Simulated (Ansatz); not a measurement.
Job for Ansatz (a program for electronic structure): U-PBE/def2-TZVPP on CdFHSe (SMILES [F][Cd][SeH]), a point of a bond scan (R = 1.989 Å). Elements past Kr take the def2 small-core potentials; no spin–orbit coupling.

Ansatz 0.2 input:
```yaml
crystal:
  periodic: [false, false, false]
  atoms:
    - {symbol: Cd, position_ang: [0.41821029, -0.53976024, 0.29032552]}
    - {symbol: F, position_ang: [1.52317107, -1.95748803, 1.06506280]}
    - {symbol: Se, position_ang: [-0.97100683, 1.21879749, -0.70555416]}
    - {symbol: H, position_ang: [-0.69748905, 2.39055933, 0.87827278]}
basis:
  gaussian:
    orbitals: def2-TZVPP
hamiltonian:
  xc: {name: PBE}
magnetization: {spin_polarized: true, initial_magnetization: 0}
```

Q: Give the final energy of this run.

A: -2669.3683 hartree.
